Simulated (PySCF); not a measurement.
## Dipole moment and polarisability of `C=C=C(C)C(N)=O`

Species: C5H7NO.
Geometry (PBE0-D3(BJ)/def2-SVP, Å), atoms numbered from 1 in this order:
```xyz
14
C5H7NO angstrom
C      2.1026   -0.0759   -0.5849
C      0.8657   -0.3164   -0.2322
C     -0.3824   -0.5294    0.1241
C     -1.0046   -1.8919    0.2034
C     -1.2938    0.6139    0.4988
N     -0.7603    1.8575    0.4290
O     -2.4395    0.3982    0.8418
H      2.3725    0.0945   -1.6334
H      2.9115   -0.0544    0.1546
H     -0.3025   -2.6729   -0.1144
H     -1.3346   -2.0933    1.2337
H     -1.9068   -1.9283   -0.4250
H      0.1976    2.0087    0.1468
H     -1.3438    2.6417    0.6834
```

Level: wB97X-D/def2-SVPD (PySCF), static field, nuclei fixed, core orbitals frozen in the response. The polarisability tensor in these axes (au):

```
x   103.71   5.35 -16.00
y     5.35  70.44   0.00
z   -16.00   0.00  54.62
```

Task: Diagonalise the tensor; give its mean and Δα, where Δα² is half the sum of the squared differences of the eigenvalues.

Result: Principal values 49.75, 69.88 and 109.15 au; mean 76.26 au = 11.30 Å³ = 12.57 × 10⁻⁴⁰ C²·m²/J; Δα = 52.32 au (69 % of the mean).

Task: What is the dipole moment, and where does it point?

Result: (3.52, 1.15, -0.98) D, 3.83 D in size, pointing from the negative to the positive side. Measured along this direction, the outermost atoms are O7 and H12 at the negative end and H8 and H9 at the positive end.

Task: What depolarisation ratio follows for Rayleigh scattering of linearly polarised light, taking the static tensor?

Result: ρ = 3Δα²/(45ᾱ² + 4Δα²) = 8213.6/(261679 + 10951.4) = 0.0301.

Task: What are the principal values of the traceless quadrupole moment, Θ = ½Σq(3rr − r²1), about the centre of nuclear charge?

Result: -7.32, -1.88, 9.20 D·Å. The values depend on the origin, since the dipole doesn't vanish. The electronic extent ⟨r²⟩ about the same centre is 817 bohr², a root-mean-square distance of 2.10 Å for the 52 electrons.

Task: In a dilute gas of rigid molecules at 350 K, how does the orientational term μ²/3kT compare with the electronic polarisability?

Result: In Gaussian units μ²/3kT = 101.33 Å³ against 11.30 Å³, a ratio of 8.97; the Debye molar polarisation (4π/3)N_A(α + μ²/3kT) is 284.1 cm³/mol, leaving out the vibrational part.

Task: Find the Langevin capture rate constant for NO+ (29.998 u) meeting this molecule (97.053 u), k = 2.342 × 10⁻⁹ cm³/s × √(α in Å³ / reduced mass in u).

Result: The reduced mass is 22.92 u, so k = 1.64 × 10⁻⁹ cm³/s. The formula leaves out the permanent dipole, which adds to the capture rate.

Task: What would n − 1 = 2πNα be for an ideal gas of these molecules at 500 K and 1 atm, electronic part alone?

Result: N = p/kT = 1.4678 × 10¹⁹ cm⁻³, so n − 1 = 2π × N × 11.30 × 10⁻²⁴ cm³ = 1042 × 10⁻⁶ at long wavelengths.

Isolated species at its PBE0-D3(BJ)/def2-SVP geometry (one conformer only).
